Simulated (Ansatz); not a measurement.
```xyz
2

Si    0.0000    0.0000   -0.5096
O     0.0000    0.0000    0.8918
```

Basis set: def2-TZVP (spherical functions). Frozen core: 6 orbitals. Charge 0, multiplicity 1.

Computed with Ansatz (development build ahead of 0.2.0); each method stands on the lowest determinant of its kind that the runs found. Restricted open shells among the atoms or ions are ROHF, correlated in semicanonical orbitals with singles.

Problem. Give the atomization energy at this shape (free ground-state atoms in the same class of orbitals less the molecule, no zero-point energy) of singlet SiO by RHF-MP2, RHF.

Solution.

| method | atomization energy |
| --- | --- |
| RHF-MP2 | 765.3 kJ/mol |
| RHF | 465.0 kJ/mol |

Caution: the shape is not the minimum.
